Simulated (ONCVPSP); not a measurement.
**What one change does to a pseudopotential (gadolinium (Gd), ONCV)**

gadolinium, optimised norm-conserving Vanderbilt (ONCV), made with ONCVPSP 4.0.1 (PBEsol, scalar-relativistic). Core [Kr] 4d10, reference 4f7 5s2 5p6 5d1 6s1 (charge +1). Waves: 5s+6s: rc 2.15 bohr, ncon 4, nbas 8, qcut 4.8 1/bohr, 2 projectors; 5p: rc 2.25 bohr, ncon 4, nbas 7, qcut 5.8 1/bohr, 3 projectors, debl 2.7 Ha; 5d: rc 3.35 bohr, ncon 4, nbas 8, qcut 4.9 1/bohr, 2 projectors, debl 2.8 Ha; 4f: rc 0.75 bohr, ncon 4, nbas 9, qcut 17 1/bohr, 2 projectors, debl 2 Ha. Local part: polynomial inside 0.55 bohr (lpopt 5, dvloc0 0 Ha). Core correction: polynomial model core, fcfact 0.3.

All-electron outer shells of the reference configuration (PBEsol, scalar-relativistic, ld1.x):

```
shell  level (eV)  outermost node (bohr)  outermost maximum (bohr)
   4d     -153.95                   0.27                      0.56
   5s      -56.12                   0.65                      1.20
   5p      -33.63                   0.70                      1.35
   4f      -15.08                      –                      0.56
   6s       -9.30                   1.59                      3.21
   5d       -8.43                   0.79                      1.92
```

Change: f: qcut 19.2.

Cutoffs: the cutoffs (Ha) at which the residual kinetic energy of the hardest occupied pseudo-wave falls to 1 and 0.1 mHa per electron; they do not see the model core or the augmentation charge, which bear on the density cutoff. Errors are all-electron minus pseudo energies relative to the spin-unpolarised reference configuration.

Q: How do hardness, ghosts and transferability respond?

A: The potential gets softer (433 Ha and 632 Ha → 176 Ha and 447 Ha); both files keep a bound ghost (d, p, s); the errors of the 3 common tests hardly move.

| quantity | base | changed |
| --- | --- | --- |
| cutoff, loose | 433 Ha | 176 Ha |
| cutoff, tight | 632 Ha | 447 Ha |
| loose cutoff by channel | s 8.9 Ha, p 7.0 Ha, d 7.2 Ha, f 433 Ha | s 8.9 Ha, p 7.0 Ha, d 7.2 Ha, f 176 Ha |
| bound ghosts | s, p, d | s, p, d |
| GHOST(+) flags under 300 eV | none | none |
| tests counted as reliable (solved cleanly; for ONCVPSP, near-neutral configurations with less than one 5d electron left out) | 3 of 4 | 3 of 4 |
| error for 4f7 5s2 5p6 5d1 6s2, meV [ΔE -6.67 eV] | +1.3 | +1.3 |
| error for 4f7 5s2 5p6 5d1 6s0, meV [ΔE 12.05 eV] | -4.3 | -4.3 |
| error for 4f7 5s2 5p6 5d0 6s0, meV [ΔE 31.84 eV] | +9.7 | +9.6 |
| s: phases at 2.18 bohr within 0.05 rad from the reference energy up to (Ha; the scan ends near 5) | to the end of the scan | to the end of the scan |
| p: phases at 2.29 bohr within 0.05 rad from the reference energy up to (Ha; the scan ends near 5) | to the end of the scan | to the end of the scan |
| d: phases at 3.39 bohr within 0.05 rad from the reference energy up to (Ha; the scan ends near 5) | 0.5 | 0.5 |
| f: phases at 0.76 bohr within 0.05 rad from the reference energy up to (Ha; the scan ends near 5) | to the end of the scan | to the end of the scan |
| rms error of d²Exc/dni dnj with the model core, mHa | 2.17 | 2.15 |

 A true bound ghost makes a file unfit for plane-wave use even where its test errors are small: the radial tests pick states by their node count and pass the ghost by.
